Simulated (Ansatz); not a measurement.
Ansatz (a first-principles code) input:
A basis named .json is the Basis Set Exchange file of that set.

Ansatz 0.2 input:
```yaml
crystal:
  periodic: [false, false, false]
  atoms:
    - {symbol: Ga, position_ang: [-0.00000000, -0.00000000, -0.00000000]}
    - {symbol: H, position_ang: [0.66578603, -0.43144687, 1.35463327]}
    - {symbol: H, position_ang: [-0.30428838, 1.51485735, -0.27760499]}
    - {symbol: H, position_ang: [-0.36149765, -1.08341048, -1.07702828]}
basis:
  gaussian:
    orbitals: def2-QZVPPD.json
magnetization: {spin_polarized: false}
correlation: {method: ccsd_t, electrons: outside_noble_gas}
```

Predict the final energy.

-1925.12538 Eh (CCSD(T)/def2-QZVPPD). The basis has 194 functions.
